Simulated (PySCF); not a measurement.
Species: C5H10F2OSi.
SMILES with atom numbers: `[F:1][CH:2]([F:3])[CH2:4][Si@@H:5]1[CH2:6][CH2:7][CH2:8][O:9]1` (hydrogens: H10 on C2; H11, H12 on C4; H13 on Si5; H14, H15 on C6; H16, H17 on C7; H18, H19 on C8)

The closed-shell ground state was solved at several levels (PySCF, density fitting, gas phase, non-relativistic). Geometry: PBE0-D3(BJ)/def2-SVP, one conformer, isolated molecule.

| level | basis functions | total energy (Eh) | HOMO (eV) | LUMO (eV) | gap (eV) | dipole (D) |
| --- | --- | --- | --- | --- | --- | --- |
| PBE0/pcSseg-1 | 210 | -760.3220 | -7.73 | 0.95 | 8.68 | 1.08 |
| PBE0/def2-SVPD | 273 | -759.9704 | -7.77 | 0.54 | 8.31 | 1.06 |

**Question.** Estimate the row for wB97X-D/pcSseg-1, a basis of 210 functions; the other rows only guide the guess.

**Answer.** Total energy -760.8006 Eh, HOMO -9.64 eV, LUMO 2.79 eV, gap 12.43 eV, dipole 1.09 D.

**Question.** Over all these levels, which gives the widest orbital gap and which the narrowest?

**Answer.** wB97X-D/pcSseg-1 (range-separated hybrid) has the widest, 12.43 eV, and PBE0/def2-SVPD (global hybrid, 25 % exact exchange) the narrowest, 8.31 eV. Functional and basis both differ between the two, so the spread mixes both effects.

**Question.** How far do the dipole and the HOMO energy spread over the levels?

**Answer.** The dipole runs from 1.06 to 1.09 D (mean 1.08 D) and the HOMO from -9.64 to -7.73 eV.

Note: wB97X-D ran without an empirical dispersion term, which enters the total energy and its gradient alone.
